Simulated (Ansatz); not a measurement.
Program: Ansatz. Geometries: PBE0-D4/def2-TZVP. ΔE: electronic, gas phase. CBS: MP2 limit from def2 TZ/QZ plus the TZ coupled-cluster correction, frozen cores. Functionals use def2-TZVPP. B3LYP here is the variant with VWN-RPA as its local correlation; programs differ in this. def2 core potentials past Kr. For Ge, Sn outer-core shells are correlated without core-valence functions, which leaves a few kJ/mol of doubt a bond. Scalar relativity is left out up to krypton. One conformer a species, not always the lowest.

`[OH][GeH2][SnH3]` + `O[SiH2]O` → `O[SiH2][O][GeH2][OH]` + `[SnH4]`  (cleavage of the Ge–Sn bond)

Task: Is it downhill or uphill in electronic energy at CCSD(T)/CBS, and by how much? (Estimate.)

Result: The calculation gave: Downhill: ΔE = -3.5 kcal/mol.

Task: What do these levels give: PBE-D4, B3LYP-D4, HF/def2-TZVPP, CCSD/def2-TZVPP, SCS-MP2/def2-QZVPP, CCSD/CBS(def2)? (An estimate is asked.)

Result: Ansatz gave: PBE-D4 -0.6, B3LYP-D4 -3.8, HF/def2-TZVPP -9.5, CCSD/def2-TZVPP -6.4, SCS-MP2/def2-QZVPP -5.7, CCSD/CBS(def2) -3.6 kcal/mol.

Largest T1 diagnostic among the species: 0.013.

From PBE to PBE0 (25 % exact exchange), in def2-TZVPP and without D4, ΔE moves by −1.3 kcal/mol. In def2-TZVPP, CCSD(T) changes the Hartree–Fock value by +3.3 kcal/mol (the triples alone add +0.2 kcal/mol) and MP2 by +3.9 kcal/mol.
